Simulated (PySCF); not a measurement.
C$_{3}$H$_{10}$BClSi (SMILES C[Si](C)(C)BCl), singlet, geometry from GFN2-xTB, atoms displaced at random by about 0.08 Å a coordinate; R2SCAN/STO-3G, gradient run with PySCF.

PySCF was given this input:
```python
from pyscf import gto, scf, dft

mol = gto.Mole()
mol.atom = '''
    B     0.73341507   -0.78072694    0.76822983
    Cl   -0.04152520   -1.34812399    2.18931821
    H     1.92142902   -1.28663716    0.77332481
    Si    0.03022177    0.45132869   -0.51763320
    C     1.57496968    1.15636968   -1.61224378
    C    -0.98900024    1.90926718    0.14172858
    C    -1.08351407   -0.48551858   -1.95395410
    H     1.08177786    1.78750482   -2.36531664
    H     2.22237208    1.73750605   -1.05353754
    H     2.21075207    0.36957324   -2.10011952
    H    -0.27987166    2.35224453    0.71374540
    H    -1.80461804    1.45699591    0.63601177
    H    -1.40626516    2.33130537   -0.53182809
    H    -1.90899707   -1.10951091   -1.28805228
    H    -0.38248181   -1.53357965   -2.23833000
    H    -1.47863855    0.10827258   -2.57992894
'''
mol.basis = 'sto-3g'
mol.verbose = 4
mol.build()

mf = dft.RKS(mol)
mf.xc = 'r2scan'
mf.conv_tol = 1e-4
mf.kernel()
g = mf.nuc_grad_method()
grad = g.kernel()
```

What the program printed (banner, timings and long lists left out):

```
PySCF version 2.14.0

[INPUT] verbose = 4
[INPUT] num. atoms = 16
[INPUT] num. electrons = 64
[INPUT] charge = 0
[INPUT] spin (= nelec alpha-beta = 2S) = 0
[INPUT] symmetry False subgroup None
[INPUT] Mole.unit = angstrom
[INPUT] Symbol           X                Y                Z      unit          X                Y                Z       unit  Magmom
[...]
nuclear repulsion = 333.570345664122
number of shells = 32
number of NR pGTOs = 144
number of NR cGTOs = 48
basis = sto-3g
ecp = {}

******** <class 'pyscf.dft.rks.RKS'> ********
method = RKS
initial guess = minao
damping factor = 0
level_shift factor = 0
DIIS = <class 'pyscf.scf.diis.CDIIS'>
diis_start_cycle = 1
diis_space = 8
diis_damp = 0
SCF conv_tol = 0.0001
SCF conv_tol_grad = None
SCF max_cycles = 50
direct_scf = True
direct_scf_tol = 1e-13
XC library pyscf.dft.libxc version 7.1.2
    S. Lehtola, C. Steigemann, M. J. T. Oliveira, and M. A. L. Marques,  SoftwareX 7, 1–5 (2018)
XC functionals = r2scan
    J. W. Furness, A. D. Kaplan, J. Ning, J. P. Perdew, and J. Sun,  J. Phys. Chem. Lett. 11, 8208–8215 (2020)
    J. W. Furness, A. D. Kaplan, J. Ning, J. P. Perdew, and J. Sun,  J. Phys. Chem. Lett. 11, 9248–9248 (2020)
    J. W. Furness, A. D. Kaplan, J. Ning, J. P. Perdew, and J. Sun,  J. Phys. Chem. Lett. 11, 8208–8215 (2020)
    J. W. Furness, A. D. Kaplan, J. Ning, J. P. Perdew, and J. Sun,  J. Phys. Chem. Lett. 11, 9248–9248 (2020)
radial grids:
    Treutler-Ahlrichs [JCP 102, 346 (1995); DOI:10.1063/1.469408] (M4) radial grids

becke partition: Becke, JCP 88, 2547 (1988); DOI:10.1063/1.454033
pruning grids: <function nwchem_prune>
grids dens level: 3
symmetrized grids: False
atomic radii adjust function: <function treutler_atomic_radii_adjust>
small_rho_cutoff = 0
Set gradient conv threshold to 0.01
Initial guess from minao.
tot grids = 192544
init E= -884.274895159904
[...]
cycle= 1 E= -884.53458109223  delta_E= -0.26  |g|= 0.43  |ddm|= 4.62
[...]
cycle= 2 E= -884.450200505738  delta_E= 0.0844  |g|= 0.642  |ddm|= 1.54
[...]
cycle= 3 E= -884.59666454241  delta_E= -0.146  |g|= 0.0747  |ddm|= 1.01
[...]
cycle= 4 E= -884.598711518967  delta_E= -0.00205  |g|= 0.0155  |ddm|= 0.133
[...]
cycle= 5 E= -884.598791964092  delta_E= -8.04e-05  |g|= 0.00476  |ddm|= 0.0301
[...]
Extra cycle  E= -884.598786146149  delta_E= 5.82e-06  |g|= 0.00626  |ddm|= 0.0163
converged SCF energy = -884.598786146149

******** <class 'pyscf.grad.rks.Gradients'> for <class 'pyscf.dft.rks.RKS'> ********
unit = Eh/Bohr
grid_response = False
--------------- RKS gradients ---------------
         x                y                z
0 B    -0.0770421257     0.0261491483     0.0052102668
1 Cl     0.0308619917     0.0116531388    -0.0379130123
2 H     0.0461887434    -0.0258657055     0.0144044991
3 Si    -0.0051867587    -0.0061869652     0.0971029101
4 C     0.0606979200     0.0509375006     0.0102173108
5 C    -0.0938593994     0.1941661658    -0.1306564415
6 C    -0.1041249601     0.2257150852    -0.2218399569
7 H    -0.0093873316     0.0018442182     0.0036167674
8 H    -0.0330905387    -0.0361573390    -0.0338088726
9 H     0.0202550365    -0.0100293940    -0.0066383113
10 H    -0.0299564214    -0.0556681824    -0.0478340067
11 H     0.0153685056     0.0095098802    -0.0382279823
12 H     0.1010254236    -0.1477622802     0.2050823996
13 H    -0.0352456433    -0.0488828637     0.0440874241
14 H     0.0481164895    -0.0886748341     0.0058863413
15 H     0.0665303855    -0.0995192364     0.1293528566
----------------------------------------------
```
